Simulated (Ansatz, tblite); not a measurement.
Removing and adding an electron: Ge₁₉PH₂₈⁺, a doped nanocrystal cut from the lattice of germanium (P on a surface site). Total charge 1; singlet. Geometry: PBE-D4/def2-SVP. Ansatz, gas phase; energy differences of separate SCF runs; the oxidised species was run as a doublet alone; the reduced species was run as a doublet alone.

Cartesian coordinates in Å:
```
Ge -0.633 -3.140 3.230
Ge -4.031 2.209 0.501
Ge 0.011 3.981 -0.754
P 2.721 -1.664 1.921
Ge 3.135 1.683 0.069
Ge -0.448 0.466 1.178
Ge -2.260 -2.624 -0.523
Ge -1.710 0.790 -2.551
Ge 1.499 -1.454 -1.722
Ge 1.899 2.016 -3.712
Ge -2.690 0.905 2.080
Ge 0.593 -1.057 2.796
Ge -1.511 -4.191 1.201
Ge 0.963 2.453 0.909
Ge -3.976 1.321 -1.778
Ge -0.274 2.755 -2.853
Ge 4.173 0.198 1.721
Ge 2.598 -2.912 -0.087
Ge 2.930 0.508 -2.075
Ge -0.712 -0.763 -0.927
H 0.324 -4.100 3.995
H -1.783 -2.703 4.178
H -5.498 2.217 1.013
H -3.482 3.662 0.519
H 0.991 5.171 -0.946
H -1.354 4.509 -0.236
H 3.330 -2.540 2.878
H 4.134 2.870 -0.076
H -3.614 -1.990 -0.097
H -2.469 -3.404 -1.851
H -1.793 0.040 -3.916
H 1.401 -2.312 -3.018
H 2.860 3.215 -3.937
H 1.715 1.234 -5.042
H -2.537 1.628 3.447
H -3.325 -0.495 2.330
H 1.053 -0.348 4.108
H -2.688 -5.108 1.631
H -0.383 -5.079 0.607
H 1.172 3.119 2.304
H -4.607 2.357 -2.750
H -4.809 0.010 -1.830
H -0.939 3.695 -3.903
H 4.234 0.724 3.180
H 5.526 -0.446 1.313
H 4.086 -3.250 -0.372
H 1.827 -4.184 0.355
H 4.348 0.025 -2.508
```

The xTB rows come from tblite. Single mean-field runs in def2-TZVP are fitted with def2-universal-jkfit. HOMO above LUMO, or a gap near zero within one spin, warns that the state may not be the lowest or that an electron is smeared out.

Estimate orbital energies and vertical ionisation energies and electron affinities at: GFN1-xTB; GFN2-xTB; PBE-D4/def2-TZVP; PBE0-D4/def2-TZVP; BHLYP-D4/def2-TZVP.


```tsv
level	−HOMO (eV)	vertical IE (eV)	−LUMO (eV)	vertical EA (eV)	HOMO–LUMO gap (eV)	IE − EA (eV)	remarks
GFN1-xTB	14.18	15.37	11.21	9.87	2.97	5.50	–
GFN2-xTB	12.75	14.13	9.17	7.77	3.58	6.36	–
PBE-D4/def2-TZVP	8.69	10.19	5.03	3.67	3.66	6.52	gap within one spin near zero (+2 doublet)
PBE0-D4/def2-TZVP	9.57	10.60	4.33	3.46	5.24	7.14	–
BHLYP-D4/def2-TZVP	10.35	10.85	3.49	3.10	6.87	7.75	–
```

   Raw xTB energy differences between charge states are shifted by several eV; the methods need an empirical correction for them.
